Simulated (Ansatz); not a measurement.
```yaml
crystal:
  periodic: [false, false, false]
  atoms:
    - {symbol: Ta, position_ang: [0.830704, -0.127574, -0.159863]}
    - {symbol: Te, position_ang: [-0.219931, 2.139686, -0.561199]}
    - {symbol: Te, position_ang: [-0.610773, -2.012112, 0.721062]}
basis:
  gaussian: {orbitals: def2-SVP, final_grid: {core_spheres: 8, valence_spheres: 7, degree: 23}}
total_charge: -1
magnetization: {spin_polarized: true, initial_magnetization: 0}
hamiltonian: {xc: {name: revPBE0}}
output: {forces: true}
```

```sh
$ ansatz run in.yaml --threads 4 --pin off --events-out ev --progress --plain --max-ram 3916MiB
```

Shortened log:

```
Functional definition: revPBE0
983 factors; integrals over basis functions are off by at most 2.8e-4 eV
mean field evaluation 1: about -16140.8013 eV, gradient 1.6e1 eV
mean field evaluation 2: about -16059.4032 eV, gradient 1.2e2 eV
mean field evaluation 4: about -16142.7558 eV, gradient 1.9e0 eV
mean field evaluation 8: about -16142.8582 eV, gradient 8.7e-2 eV
mean field evaluation 16: about -16142.8583 eV, gradient 1.2e-4 eV
mean field evaluation 32: about -16143.1986 eV, gradient 7.2e-4 eV
mean field evaluation 64: about -16142.8582 eV, gradient 2.1e-2 eV
mean field -16143.19863276 eV, -593.2516075009 hartree, gradient 6.9e-8 eV, S^2 0.867392; 8 other end points of the search recorded, 0 dependent functions left out
reference -16143.19865796 eV, -593.2516084269 hartree; 31, 31 occupied and 53, 53 virtual orbitals, 983 factors
Total energy: -16143.19865796 eV, -593.2516084269 hartree
Atom 0 at     0.830704    -0.127574    -0.159863 Å, force     0.170820    -0.026233    -0.032873 eV/Å
Atom 1 at    -0.219931     2.139686    -0.561199 Å, force    -0.051029     0.378332    -0.096358 eV/Å
Atom 2 at    -0.610773    -2.012112     0.721062 Å, force    -0.119791    -0.352098     0.129231 eV/Å
Dipole moment:     0.333153    -0.051163    -0.064113 e Å
```

Hardware: 4 threads of Arm Neoverse V2 on a shared host. Wall time 7.5 s.

In the def2 sets Ta, Te take a core potential; there is no spin–orbit coupling. The highest occupied level of an anion often lies above zero with these methods, and sets without diffuse functions describe the outer electron poorly. The unrestricted singlet has broken spin symmetry (⟨S²⟩ up to 0.87).

The dipole of an ion depends on the origin.
